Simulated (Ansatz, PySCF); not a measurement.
H₈NSi₃, SMILES [SiH3]N([SiH2])[SiH3], multiplicity 2. Atoms are numbered in the order given.

```xyz
12

Si    -1.6025     0.8729    -0.0599
N     -0.0845    -0.0251    -0.0237
Si    -0.0205    -1.7235    -0.4993
Si     1.4117     0.8019     0.4216
H     -2.7032     0.0410     0.5312
H     -1.3966     2.1139     0.7602
H      0.8205    -1.9139    -1.7161
H     -1.4125    -2.1686    -0.7876
H      0.5542    -2.5549     0.5978
H      1.4694     1.0740     1.8864
H      1.5295     2.0971    -0.3070
H      2.5478    -0.0872     0.0439
```
Charge 0, spin multiplicity 2.

Coordinates come from a B3LYP-D3(BJ)/def2-SVP optimisation. The isomer is the one that the SMILES or the coordinates give; other isomers of the formula were not compared.

Two levels are set side by side: PBE-D3(BJ)/def2-SVP (Ansatz, a quantum-chemistry and plane-wave program) and B3LYP-D3(BJ)/def2-SVP (Ansatz). Each level has its own optimised geometry; the coordinates shown are those of the second. Frequencies come from the Hessian of PySCF at each geometry. Differences are taken from unrounded values.

| quantity | B3LYP-D3(BJ) | PBE-D3(BJ) | PBE-D3(BJ) minus B3LYP-D3(BJ) |
|---|---|---|---|
| mean bond length (Å) | 1.568 | 1.580 | 0.012 |
| bond Si1–N2 (Å) | 1.764 | 1.772 | 0.008 |
| bond N2–Si3 (Å) | 1.765 | 1.773 | 0.008 |
| bond N2–Si4 (Å) | 1.767 | 1.775 | 0.008 |
| bond Si1–H5 (Å) | 1.501 | 1.514 | 0.013 |
| bond Si1–H6 (Å) | 1.502 | 1.515 | 0.013 |
| bond Si3–H7 (Å) | 1.491 | 1.505 | 0.014 |
| bond Si3–H8 (Å) | 1.490 | 1.503 | 0.014 |
| bond Si3–H9 (Å) | 1.492 | 1.505 | 0.013 |
| bond Si4–H10 (Å) | 1.491 | 1.505 | 0.014 |
| bond Si4–H11 (Å) | 1.491 | 1.504 | 0.014 |
| bond Si4–H12 (Å) | 1.491 | 1.505 | 0.014 |
| highest harmonic wavenumber (cm⁻¹) | 2237 | 2178 | -59 |
| mean harmonic wavenumber (cm⁻¹) | 1060 | 1022 | -37 |
| zero-point energy (kcal/mol) | 45.44 | 43.84 | -1.60 |

Exact exchange shortens and stiffens bonds; PBE has none. Differences between two approximate levels are no errors against the true value.
